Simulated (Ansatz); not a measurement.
Coupled-cluster run, `C[CH2][Ga]([Cl])[O]C(C)C`.

```yaml
crystal:
  periodic: [false, false, false]
  atoms:
    - {symbol: C, position_ang: [2.614957, -0.745180, -1.865534]}
    - {symbol: C, position_ang: [1.713011, 0.440133, -2.186302]}
    - {symbol: Ga, position_ang: [0.221238, 0.673124, -0.945329]}
    - {symbol: Cl, position_ang: [-1.236395, 2.245025, -1.228202]}
    - {symbol: O, position_ang: [0.049233, -0.419730, 0.439613]}
    - {symbol: C, position_ang: [-0.931076, -0.455882, 1.458811]}
    - {symbol: C, position_ang: [-0.909737, 0.811668, 2.292023]}
    - {symbol: C, position_ang: [-2.307007, -0.748477, 0.890917]}
    - {symbol: H, position_ang: [3.058683, -0.658697, -0.871597]}
    - {symbol: H, position_ang: [2.065951, -1.688846, -1.886918]}
    - {symbol: H, position_ang: [3.432848, -0.822126, -2.587883]}
    - {symbol: H, position_ang: [2.272620, 1.380731, -2.184665]}
    - {symbol: H, position_ang: [1.280648, 0.356246, -3.188064]}
    - {symbol: H, position_ang: [-0.640554, -1.295694, 2.104303]}
    - {symbol: H, position_ang: [0.096375, 0.997193, 2.674232]}
    - {symbol: H, position_ang: [-1.588581, 0.726757, 3.144425]}
    - {symbol: H, position_ang: [-1.223080, 1.672671, 1.694974]}
    - {symbol: H, position_ang: [-2.648651, 0.077311, 0.260475]}
    - {symbol: H, position_ang: [-3.036694, -0.885018, 1.693110]}
    - {symbol: H, position_ang: [-2.283780, -1.661192, 0.291610]}
basis:
  gaussian: {orbitals: def2-TZVPP}
correlation: {method: ccsd_t}
output: {orbitals: {seedname: orbitals}}
```

```sh
$ ansatz run in.yaml --threads 4 --pin off --events-out ev --progress --plain --max-ram 46080MiB --backend cuda --devices 0, --max-vram 37GiB
```

Output of Ansatz, abridged:

```
Functional definition: HF
2628 factors; integrals over basis functions are off by at most 1.0e-3 eV
mean field evaluation 1: about -72216.2420 eV, gradient 5.2e1 eV
mean field evaluation 2: about -72216.5614 eV, gradient 5.2e1 eV
mean field evaluation 4: about -72223.0660 eV, gradient 7.2e0 eV
mean field evaluation 8: about -72223.1945 eV, gradient 4.2e-1 eV
mean field -72223.19498271 eV, -2654.1534609748 hartree, gradient 1.9e-6 eV, S^2 0.000000; 0 other end points of the search recorded, 0 dependent functions left out
20 core orbitals not correlated: weight in the atoms' cores, before any rotation towards them, 1.000 or more for the frozen orbitals, at most 0.000 for the correlated occupied ones
reference -72223.19498271 eV, -2654.1534609748 hartree; 29, 29 occupied and 395, 395 virtual orbitals, 2628 factors
second order -41.64261368 eV of doubles, -0.00000000 eV of singles
cycle   1  -42.16524481 eV  change   -5.2e-1 eV  update   1.4e-1
cycle   2  -43.20148404 eV  change    -1.0e0 eV  update   4.3e-2
cycle   3  -43.43456005 eV  change   -2.3e-1 eV  update   2.4e-2
cycle   4  -43.42548248 eV  change    9.1e-3 eV  update   6.2e-3
cycle   5  -43.42092058 eV  change    4.6e-3 eV  update   3.5e-3
cycle   6  -43.42218102 eV  change   -1.3e-3 eV  update   1.2e-3
cycle   7  -43.42183736 eV  change    3.4e-4 eV  update   5.3e-4
cycle   8  -43.42175475 eV  change    8.3e-5 eV  update   1.4e-4
cycle   9  -43.42180905 eV  change   -5.4e-5 eV  update   5.3e-5
perturbative correction -1.77848593 eV, -0.0653581523 hartree
Total energy: -72268.39527768 eV, -2655.8145411772 hartree
```

Hardware: 4 threads of an AMD EPYC 7R13 on a shared host and a share of an NVIDIA H100 80 GB. Wall time 51 s, peak host memory 0.9 GiB.

Correlation energy per correlated electron: -0.779 eV. T1 diagnostic: 0.0121.
